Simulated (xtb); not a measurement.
Si(Cl)(F)(SeH)2 (ClFH2Se2Si), SMILES Cl[Si](F)([SeH])[SeH]. All values are semi-empirical tight-binding results from xtb (GFN2-xTB unless named), good for trends rather than for accurate numbers. Geometry optimised at GFN2-xTB. The values are those of a single conformer.

Optimised geometry:

Bond lengths (Å): F1–Si2 1.606, Si2–Cl3 2.002, Si2–Se4 2.283, Si2–Se5 2.283, Se4–H6 1.440, Se5–H7 1.440. Angles (°): F1–Si2–Cl3 107.4, F1–Si2–Se4 101.2, F1–Si2–Se5 108.0, Cl3–Si2–Se4 115.7, Cl3–Si2–Se5 108.8, Se4–Si2–Se5 115.1, Si2–Se4–H6 95.0, Si2–Se5–H7 94.7.
Charge 0, spin multiplicity 1.

Task: Estimate the properties. (An estimate is asked for; the answer gives what the named calculation found.)

Result: 
```json
{
 "orbital_gap": "3.84 eV",
 "zero_point_energy": "11.9 kcal/mol",
 "G − E(el) at 298.15 K (modified RRHO)": "-11.2 kcal/mol",
 "static polarisability (D4 model)": "100.8 bohr³",
 "solvation energy, GFN2-xTB/ALPB(water)": "-2.3 kcal/mol",
 "solvation energy, GFN2-xTB/ALPB(methanol)": "-5.1 kcal/mol"
}
```

Task: Give the atomic charges and the Wiberg bond orders between heavy atoms. (An estimate is asked for; the answer gives what the named calculation found.)

Result: charges (e) F1 -0.24, Si2 0.60, Cl3 -0.19, Se4 -0.24, Se5 -0.25, H6 0.15, H7 0.16. Bond orders F1–Si2 1.12, Si2–Cl3 1.11, Si2–Se4 0.95, Si2–Se5 0.95.
